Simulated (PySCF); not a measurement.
## Vibration and rotation of GeI

UHF-MP2 constants of GeI, ²Π (doublet), unpaired electrons π ↑ (PySCF, scalar-relativistic core potentials, basis sets Ge def2-TZVPPD, I def2-TZVPPD with ECP28; masses 73.9212 and 126.9045 u):

| Item | Value |
| --- | --- |
| ωe | 251.9 cm⁻¹ |
| ωexe | 0.538 cm⁻¹ |
| Be | 0.057494 cm⁻¹ |
| αe | 0.000177 cm⁻¹ |
| De to Ge + I | 3.13 eV |

What force constant and bond length do these constants imply?

Reduced mass μred = 46.712 u; k = 5.8918×10⁻⁷·μred·ωe² (u, cm⁻¹, mdyn/Å) = 1.75 mdyn/Å; Re = √(16.8576/(μred·Be)) (u, cm⁻¹, Å) = 2.505 Å.

Estimate the centrifugal constant D from the Kratzer relation and find the Dunham coefficient a1.

D = 4Be³/ωe² = 1.2e-08 cm⁻¹; a1 = −1 − αeωe/(6Be²) = -3.25.

Correlated steps freeze 13 core orbitals. These are scalar-relativistic numbers at best; spin–orbit coupling would shift them, the dissociation energy most. The state is the lowest determinant that a PBE0 search found; another state may lie lower at other levels.
